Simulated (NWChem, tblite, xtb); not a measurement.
## How methods differ on TiNH3OF2 (SMILES [NH2][Ti]([OH])([F])[F])

TiNH3OF2 has 8 atoms, charge 0, and is taken as a singlet. SMILES: `[NH2][Ti]([OH])([F])[F]`. The coordinates come from a PBE0-D4/def2-TZVP relaxation. This is one conformer, not always the lowest.

```xyz
8

N    -0.4831    1.2979   -0.1717
Ti    0.4333   -0.3232   -0.2059
O    -0.5493   -1.4766    0.7122
F     0.6866   -0.8225   -1.8822
F     2.0427   -0.1204    0.4921
H    -0.1890    2.1328   -0.6595
H    -1.3523    1.4513    0.3189
H    -0.4971   -2.1962    1.3404
```

Each level gives the dipole moment (D). The values are calculated.

```
                             level            kind  program  value (D)   CPU time
                          GFN2-xTB  semi-empirical   tblite       3.01  under 2 s
                          GFN1-xTB  semi-empirical   tblite       3.47  under 2 s
                          GFN0-xTB  semi-empirical      xtb       2.58  under 2 s
                         IPEA1-xTB  semi-empirical   tblite       4.09  under 2 s
                         HF/STO-3G    Hartree–Fock   NWChem       1.44      3.9 s
                          HF/3-21G    Hartree–Fock   NWChem       2.76      5.3 s
                       HF/def2-SVP    Hartree–Fock   NWChem       2.83       37 s
                        BP86/3-21G             GGA   NWChem       2.40       66 s
B3LYP/6-31G* (spherical functions)   global hybrid   NWChem       2.49       26 s
                     PBE0/def2-SVP   global hybrid   NWChem       2.67       31 s
```

The values span 1.44 to 4.09 D. Magnitudes only. Sets without polarisation functions give poor dipoles. CPU times are rough (shared hosts, several kinds of processor and program).
